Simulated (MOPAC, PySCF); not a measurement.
H$_{4}$Cl$_{2}$N$_{2}$Si, SMILES `N[Si](N)(Cl)Cl`, neutral singlet in the gas phase. 

Cartesian coordinates (Å):
```xyz
9

N      1.3901    -0.4359     0.1060
Si    -0.0358     0.4572    -0.0920
N     -1.3568    -0.5875     0.0903
Cl     0.1330     2.0047     1.2614
Cl    -0.3381     1.3524    -1.9256
H      2.2506     0.0215     0.3673
H      1.5501    -1.2646    -0.4487
H     -2.2546    -0.3537    -0.3064
H     -1.4411    -1.1591     0.9186
```
Charge 0, spin multiplicity 1.

All levels are single points at this geometry (TPSSh-D3(BJ)/def2-TZVP); Pople sets use spherical d functions. Orbital energies aren't observables, and empty levels follow the basis.

HF/3-21G in PySCF gives HOMO (eV) = -11.77.

Question: Estimate the HOMO (eV) from each of these levels: PBE-D3(BJ)/def2-TZVP in PySCF; TPSSh-D3(BJ)/def2-TZVP in PySCF; B3LYP/6-311+G** in PySCF; B3LYP/6-31G* in PySCF; BP86/6-31G* in PySCF; SVWN5/6-31G* in PySCF; HF/6-31G* in PySCF; PM3 in MOPAC.

Answer: 
```csv
level,HOMO (eV)
PBE-D3(BJ)/def2-TZVP in PySCF,-6.53
TPSSh-D3(BJ)/def2-TZVP in PySCF,-7.20
B3LYP/6-311+G** in PySCF,-7.87
B3LYP/6-31G* in PySCF,-7.57
BP86/6-31G* in PySCF,-6.47
SVWN5/6-31G* in PySCF,-6.48
HF/6-31G* in PySCF,-11.53
PM3 in MOPAC,-9.42
```
